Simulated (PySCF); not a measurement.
# How methods differ on the excitation energy of Lu

Lu [Xe] 4f14 5d1 6s2 (2D) → Lu [Xe] 4f14 5d1 6s1 6p1 (high-spin determinant), as a difference of total energies. Calculation: PySCF 2.14, in x2c-TZVPPall with one added diffuse shell each of s, p, d type (12s8p8d2f2g, 108 functions); the spin-free X2C one-electron Hamiltonian (Gaussian nucleus). Correlated levels: valence: [Kr] 4d10 frozen; valence and next inner shell: [Ar] 3d10 frozen. The calculations carry no spin-orbit coupling.

| method | excitation energy (eV) |
| --- | --- |
| UHF | 1.382 |
| LDA | 2.663 |
| PBE | 2.477 |
| PBE0 | 2.305 |
| r2SCAN | 2.201 |
| PW91 | 2.483 |
| revPBE | 2.395 |
| MP2 (valence) | 2.474 |
| SCS-MP2 (valence) | 2.538 |
| MP2 (valence and next inner shell) | 2.492 |

Q: Estimate what M06-2X gives.

A: 2.769 eV, closest to LDA among the rows shown.

Q: Estimate what SCS-MP2 (valence and next inner shell) gives.

A: 2.553 eV, closest to SCS-MP2 (valence) among the rows shown.

A first-order spin-orbit estimate (lowest level to lowest level, LS coupling) adds -0.124 eV.

The determinant of the upper state mixes LS terms, which raises its energy above the lowest term, most at the Hartree-Fock and MP2 levels.
